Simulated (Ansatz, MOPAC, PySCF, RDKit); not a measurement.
NH3 (SMILES N) and HF (SMILES F) are pulled apart as rigid monomers along the line of their centres of mass, from the B3LYP-D3(BJ)/def2-TZVP minimum. Starting geometry (charge 0, multiplicity 1):
```
atom    x (Å)    y (Å)    z (Å)
----  -------  -------  -------
N      0.0382   0.1766   0.3049
H     -0.2387  -0.7405  -0.0275
H     -0.6002   0.8572  -0.0915
H      0.9652   0.3718  -0.0566
F      0.0101   0.2759   2.9409
H      0.0204   0.2397   1.9794
```

Interaction energies with rigid monomers; basis-set methods are counterpoise corrected unless marked otherwise.

Cores are frozen in the correlated methods. Rows in 6-31G* carry no dispersion term and start afresh at each structure (6-31G* with six Cartesian d functions). The state reached by PM6 isn't checked.

Programs: Ansatz (Gaussian basis) for Hartree–Fock, density functionals and correlated methods; MOPAC for PM6 (differences of heats of formation); PySCF for 6-31G* rows; RDKit for the force fields. Values without a source in brackets are computed.

| N1···H6 (Å) | UFF (kcal/mol) | PM6 (kcal/mol) | M06-2X/6-31G* (no counterpoise) (kcal/mol) | MP2/aug-cc-pVDZ (kcal/mol) | SCS-MP2/aug-cc-pVDZ (kcal/mol) |
|---|---|---|---|---|---|
| 1.51 | 548.62 | -0.10 | -14.20 | -10.82 | -9.69 |
| 1.68 | 152.65 | -3.30 | -15.86 | -12.49 | -11.64 |
| 1.93 | 26.90 | ___ | -14.77 | -11.65 | -11.10 |
| 2.35 | 1.72 | -4.28 | -10.47 | -8.23 | -7.97 |
| 3.02 | -0.18 | -2.44 | ___ | -4.16 | -4.08 |

Problem. Fill in the missing entries.

Solution. 
- 3.02, M06-2X/6-31G* (no counterpoise) (kcal/mol): -5.32
- 1.93, PM6 (kcal/mol): -4.76

Ansatz is an electronic-structure program.
